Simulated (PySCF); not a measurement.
## Radial density of Bi (bismuth, neutral)

PW91, [Xe] 4f14 5d10 6s2 6p3, high-spin 4S determinant. All numbers are calculated (PySCF 2.14, a scalar-relativistic core potential, in aug-cc-pVTZ-PP with ECP60MDF). This is the valence pseudo-density: the core potential removes the inner electrons and smooths the orbitals near the nucleus.

```tsv
r (bohr)	4πr²ρ (e/bohr)	4πr²(ρα − ρβ)
0.00953	1.649e-05	0.0000
0.0160	4.037e-05	0.0000
0.0270	7.917e-05	0.0000
0.0453	0.0001099	0.0000
0.0763	0.0001940	0.0000
0.128	0.001086	0.0000
0.216	0.01594	0.0002
0.363	0.5239	0.0070
0.611	10.97	0.1441
1.03	19.91	-0.0294
1.73	6.028	0.7127
2.91	1.790	1.1521
4.89	0.2412	0.2221
8.22	0.005969	0.0060
```

Energies and moments cover only the electrons outside the core potential. Spin-orbit coupling, which splits the p, d and f shells strongly at this Z, is absent. Spin-orbit coupling is strong in this species (close to jj coupling), so the high-spin LS determinant is a model state, not a physical level.

Question: Where is the radial spin density 4πr²(ρα − ρβ) most negative, and why is it negative at all?

Answer: Around r = 1.03 bohr, down to -0.0294 e/bohr: exchange with the open shell polarises the paired shells in an unrestricted calculation.
